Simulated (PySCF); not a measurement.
**What builds the third ionisation energy along group 12**

Calculated with PySCF 2.14 from differences of total energies of unrestricted determinants, without spin-orbit coupling. Each column adds one step, in eV (sums use unrounded values): valence MP2, valence CCSD, valence triples, then the next inner shell at CCSD(T) (Zn 3s 3p, Cd 4s 4p, Hg 5s 5p). References (NIST) marked * lie between the lowest fine-structure levels; the others compare directly ((s) semi-empirical, (t) theoretical).

| element | UHF | + MP2 | + CCSD | + (T) | + inner shell | sum | reference |
| --- | --- | --- | --- | --- | --- | --- | --- |
| Zn [Ar] 3d10 → [Ar] 3d9 (aug-cc-pwCVDZ-PP with ECP10MDF, ECP) | 37.011 | 3.011 | -0.665 | 0.126 | 0.033 | 39.516 | 39.723 * |
| Cd [Kr] 4d10 → [Kr] 4d9 (aug-cc-pwCVDZ-PP with ECP28MDF, ECP) | 35.922 | 1.930 | -0.332 | 0.068 | -0.287 | 37.300 | 37.468 ± 0.006 * |
| Hg [Xe] 4f14 5d10 → [Xe] 4f14 5d9 (aug-cc-pwCVDZ-PP with ECP60MDF, ECP) | 33.577 | 1.712 | -0.284 | 0.049 | -0.213 | 34.842 | 34.49 ± 0.05 * |

Double-zeta sets recover only part of the correlation energy.

What remains against the references is mostly basis incompleteness and, for starred values, spin-orbit coupling.

Problem. What share of the correlation contribution for Hg comes from the inner shell?

Solution. The four steps add to 1.264 eV, of which the inner shell gives -0.213 eV, or -17 %.
